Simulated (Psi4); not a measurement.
barium atom (Ba), singlet (core potentials on Ba); Psi4 1.11 with WB97M-V/def2-SVP.

The Psi4 input:
```
memory 2 GB

molecule {
0 1
  Ba    0.00000000    0.00000000    0.00000000
}

set basis def2-svp

energy('wb97m-v')
print_variables()
```

**Question.** Predict the main parts of the log of this Psi4 run.

**Answer.** 
```
   => Loading Basis Set <=

    Name: DEF2-SVP
    Role: ORBITAL
    Keyword: BASIS

    !!!  WARNING: ECP capability is in beta. Please check occupations closely.  !!!

         ---------------------------------------------------------
                                   SCF
               by Justin Turney, Rob Parrish, Andy Simmonett
                          and Daniel G. A. Smith
                              RKS Reference
         ---------------------------------------------------------

  ==> Geometry <==

    Molecular point group: d2h
    Geometry (in Angstrom), charge = 0, multiplicity = 1:

       Center              X                  Y                   Z               Mass
    ------------   -----------------  -----------------  -----------------  -----------------
         BA           0.000000000000     0.000000000000     0.000000000000   137.905247000000

  Running in d2h symmetry.

  Rotational constants: A = ************  B = ************  C = ************ [cm^-1]
  Rotational constants: A = ************  B = ************  C = ************ [MHz]
  Nuclear repulsion =    0.000000000000000

  Charge       = 0
  Multiplicity = 1
  Electrons    = 10
  Nalpha       = 5
  Nbeta        = 5

  ==> Algorithm <==

  SCF Algorithm Type is DF.
  DIIS enabled.
  MOM disabled.
  Fractional occupation disabled.
  Guess Type is CORE.
  Energy threshold   = 1.00e-06
  Density threshold  = 1.00e-06
  Integral threshold = 1.00e-12

  ==> Primary Basis <==

  Basis Set: DEF2-SVP
    Blend: DEF2-SVP
    Number of shells: 10
    Number of basis functions: 30
    Number of Cartesian functions: 35
    Spherical Harmonics?: true
    Max angular momentum: 3

  Core potential: DEF2-SVP
    Number of shells: 4
    Number of ECP primitives: 10
    Number of ECP core electrons: 46
    Max angular momentum: 3

  ==> DFT Potential <==

   => LibXC <=

    Version 7.1.2
    S. Lehtola, C. Steigemann, M. J. T. Oliveira, and M. A. L. Marques,  SoftwareX 7, 1–5 (2018) (10.1016/j.softx.2017.11.002)

   => Composite Functional: WB97M-V <=

    wB97M-V Hyb-GGA Exchange-Correlation Functional

    N. Mardirossian and M. Head-Gordon,  J. Chem. Phys. 144, 214110 (2016) (10.1063/1.4952647)

    Deriv               =              1
    GGA                 =           TRUE
    Meta                =           TRUE

    Exchange Hybrid     =           TRUE
    MP2 Hybrid          =          FALSE

   => Exchange-Correlation Functionals <=

    1.0000   wB97M-V exchange-correlation functional

   => Exact (HF) Exchange <=

    0.8500            HF,LR [omega = 0.3000]
    0.1500               HF

   => LibXC Density Thresholds  <==

    XC_HYB_MGGA_XC_WB97M_V:  1.00E-13

   => VV10 Non-Local Parameters <=

    VV10 B              =     6.0000E+00
    VV10 C              =     1.0000E-02

   => Molecular Quadrature <=

    Radial Scheme          =       TREUTLER
    Pruning Scheme         =           NONE
    Nuclear Scheme         =       TREUTLER

    Blocking Scheme        =         OCTREE
    BS radius alpha        =              1
    Pruning alpha          =              1
    Radial Points          =             75
    Spherical Points       =            302
    Total Points           =          20838
    Total Blocks           =            243
    Max Points             =            255
    Max Functions          =             30
    Weights Tolerance      =       1.00E-15

   => Loading Basis Set <=

    Name: (DEF2-SVP AUX)
    Role: JKFIT
    Keyword: DF_BASIS_SCF

  ==> Integral Setup <==

  SCF_SUBTYPE=INCORE selected. In-core MEM_DF algorithm will be used.
  Using in-core AOs.

  ==> MemDFJK: Density-Fitted J/K Matrices <==

    J tasked:                   Yes
    K tasked:                   Yes
    wK tasked:                  Yes
    Omega:                3.000E-01
    Algorithm:                 Core
    Schwarz Cutoff:           1E-12
    Mask sparsity (%):       0.0000
    Fitting Condition:        1E-10

   => Auxiliary Basis Set <=

[...]
     Ag         8       8       1       1       1       0
     B1g        2       2       0       0       0       0
     B2g        2       2       0       0       0       0
     B3g        2       2       0       0       0       0
     Au         1       1       0       0       0       0
     B1u        5       5       1       1       1       0
     B2u        5       5       1       1       1       0
     B3u        5       5       2       2       2       0
   -------------------------------------------------------
    Total      30      30       5       5       5       0
   -------------------------------------------------------

  ==> Iterations <==

                           Total Energy        Delta E     RMS |[F,P]|

    Occupation by irrep:
             Ag   B1g   B2g   B3g    Au   B1u   B2u   B3u
    DOCC [     2,    0,    0,    0,    0,    1,    1,    1 ]
    NA   [     2,    0,    0,    0,    0,    1,    1,    1 ]
    NB   [     2,    0,    0,    0,    0,    1,    1,    1 ]

   @DF-RKS iter   1:   -23.84821116150316   -2.38482e+01   8.15811e-02 DIIS/ADIIS
   @DF-RKS iter   2:   -24.99195178648016   -1.14374e+00   4.78038e-02 DIIS/ADIIS
   @DF-RKS iter   3:   -25.35049823646928   -3.58546e-01   3.03552e-03 DIIS/ADIIS
   @DF-RKS iter   4:   -25.35357047795508   -3.07224e-03   9.53297e-04 DIIS/ADIIS
   @DF-RKS iter   5:   -25.35372601867182   -1.55541e-04   4.45312e-04 DIIS/ADIIS
   @DF-RKS iter   6:   -25.35375077590044   -2.47572e-05   4.34433e-05 DIIS
   @DF-RKS iter   7:   -25.35375130510559   -5.29205e-07   1.09480e-05 DIIS
   @DF-RKS iter   8:   -25.35375147880097   -1.73695e-07   4.84035e-06 DIIS
   @DF-RKS iter   9:   -25.35375149193268   -1.31317e-08   1.58140e-06 DIIS
   @DF-RKS iter  10:   -25.35375149217829   -2.45610e-10   1.78155e-07 DIIS
  Energy and wave function converged.

  ==> Post-Iterations <==

   Electrons on quadrature grid:
      Ntotal   =   10.0000000000 ; deviation = 2.842e-14

    Orbital Energies [Eh]
    ---------------------

    Doubly Occupied:

[...]
    Virtual:

[...]
       8Ag    83.156858

    Final Occupation by Irrep:
             Ag   B1g   B2g   B3g    Au   B1u   B2u   B3u
    DOCC [     2,    0,    0,    0,    0,    1,    1,    1 ]
    NA   [     2,    0,    0,    0,    0,    1,    1,    1 ]
    NB   [     2,    0,    0,    0,    0,    1,    1,    1 ]

  @DF-RKS Final Energy:   -25.35375149217829

   => Energetics <=

    Nuclear Repulsion Energy =              0.0000000000000000
    One-Electron Energy =                 -41.2537122773107399
    Two-Electron Energy =                  17.7339613223775743
    DFT Exchange-Correlation Energy =      -1.8716083574984315
    Empirical Dispersion Energy =           0.0000000000000000
    VV10 Nonlocal Energy =                  0.0376078202533087
    Total Energy =                        -25.3537514921782865

Computation Completed

Properties will be evaluated at   0.000000,   0.000000,   0.000000 [a0]

Properties computed using the SCF density matrix

 Multipole Moments:

 ------------------------------------------------------------------------------------
     Multipole            Electronic (a.u.)      Nuclear  (a.u.)        Total (a.u.)
 ------------------------------------------------------------------------------------

 L = 1.  Multiply by 2.5417464519 to convert [e a0] to [Debye]
 Dipole X            :          0.0000000            0.0000000            0.0000000
 Dipole Y            :          0.0000000            0.0000000            0.0000000
 Dipole Z            :          0.0000000            0.0000000            0.0000000
 Magnitude           :                                                    0.0000000

 ------------------------------------------------------------------------------------

  Variable Map:
  ----------------------------------------------------------------------------
[...]
  Array Variable Map:
  ----------------------------------------------------------------------------
[...]
[...]
```
